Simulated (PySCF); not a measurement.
BePb: from constants to spectrum

LDA constants of BePb, ³Σ⁻ (triplet), unpaired electrons π ↑↑ (PySCF, scalar-relativistic core potentials, basis sets Be def2-SVPD, Pb def2-SVPD with ECP60; masses 9.0122 and 207.9766 u):

```
ωe            : 459.9 cm⁻¹
ωexe          : 3.28 cm⁻¹
Be            : 0.34489 cm⁻¹
αe            : 0.00319 cm⁻¹
De to Be + Pb : 1.74 eV
```

Task: What force constant and bond length do these constants imply?

Result: Reduced mass μred = 8.6379 u; k = 5.8918×10⁻⁷·μred·ωe² (u, cm⁻¹, mdyn/Å) = 1.08 mdyn/Å; Re = √(16.8576/(μred·Be)) (u, cm⁻¹, Å) = 2.379 Å.

Task: Estimate the centrifugal constant D from the Kratzer relation and find the Dunham coefficient a1.

Result: D = 4Be³/ωe² = 7.76e-07 cm⁻¹; a1 = −1 − αeωe/(6Be²) = -3.06.

These are scalar-relativistic numbers at best; spin–orbit coupling would shift them, the dissociation energy most. The state is the lowest determinant that a PBE0 search found; another state may lie lower at other levels.
